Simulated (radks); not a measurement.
Values are calculated unless marked as measured or tabulated.
La2+, configuration [Xe] 5d1.

Level of theory: scalar-relativistic Kohn-Sham, PBE, spin-unpolarised, spherical densities, finite nucleus; Fermi nuclear charge, rms radius 4.855 fm (a radial shooting solver on a logarithmic mesh with Libxc functionals).

Energy parts (eV):
total: -231087.05
kinetic: 244416.32
electron-nucleus: -558524.25
Hartree: 88539.13
exchange-correlation: -5518.25

Orbitals (lengths in bohr, moments of r in powers of bohr; <r^-3> diverges for s and p1/2; r(90%) holds 90 % of the orbital's charge):
orbital  occ.  eigenvalue (eV)  r(90%)      <r>  <r^-3>
1s          2        -38761.14  0.0452  0.02507       -
2s          2        -6181.256   0.166   0.1075       -
2p          6        -5541.608   0.153  0.09425    7487
3s          2        -1332.141   0.419   0.2852       -
3p          6        -1127.852   0.424   0.2832    1485
3d         10        -834.2781   0.407   0.2600   203.9
4s          2        -279.1738   0.939   0.6542       -
4p          6        -212.7330    1.01   0.6930   316.9
4d         10        -116.5688    1.15   0.7673   35.55
4f          0         -16.9688    1.99    1.153   3.705
5s          2         -51.5182    2.23    1.554       -
5p          6         -34.9182    2.60    1.788   46.88
5d          1         -14.6979    3.92    2.588   2.940
6s          0         -13.5198    5.34    3.759       -
6p          0          -9.9446    6.39    4.496   7.174

The highest occupied level is 5d at -14.698 eV. The configuration is held as typed, so some empty levels lie below it. For comparison, the ionisation energy in NIST's Atomic Spectra Database is 19.177 eV (measured). In exact Kohn-Sham theory the highest level is minus the ionisation energy, but local and semilocal functionals leave it too shallow, through self-interaction and a potential that decays too fast; potentials with the right tail come closer. The electron density at the nucleus is 3.648e+05 e/bohr^3 (large components only). The density falls to 0.001 e/bohr^3 at r = 3.93 bohr. Summed over all electrons, <r^2> = 47.52 bohr^2, which gives a Langevin (diamagnetic) susceptibility term of -37.6 x 10^-6 cm^3/mol.

Beside tabulated values, note that spin-unpolarised runs miss the spin-polarisation part of the exchange energy of open shells.
